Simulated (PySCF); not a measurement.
The third ionisation energy along group 10

Calculated with PySCF 2.14 from differences of total energies of unrestricted determinants, without spin-orbit coupling. Values in eV. The last column holds reference values (NIST; (s) semi-empirical, (t) theoretical, else measured). Unmarked ones compare directly (S terms, centres of terms, or small fine structure); those marked * lie between the lowest fine-structure levels and include a spin-orbit shift.

```
                                                          element                 configurations     UHF  MP2 (valence)  SCS-MP2 (valence)  CCSD(T) (valence)    PBE0  SCS-MP2 (valence and next inner shell)         reference
                               Ni (def2-QZVPPD, non-relativistic)            [Ar] 3d8 → [Ar] 3d7  32.874         35.182             35.121             34.966  35.581                                  35.461  35.187 ± 0.019 *
Pd (def2-QZVPPD with the def2 core potential (28 electrons), ECP)            [Kr] 4d8 → [Kr] 4d7  31.166         32.843             32.871             32.742  32.971                                  32.677       32.93 (s) *
Pt (def2-QZVPPD with the def2 core potential (60 electrons), ECP)  [Xe] 4f14 5d8 → [Xe] 4f14 5d7  29.173         30.749             30.782             30.688  30.978                                  30.656    29 ± 1.6 (t) *
```

"Valence" correlates the outer s and p shells and, in groups 3 to 12 and the f block, the outer d or f shell, open or full, or the next shell where the ion has no valence electron left; the wider scheme adds the next inner shell.
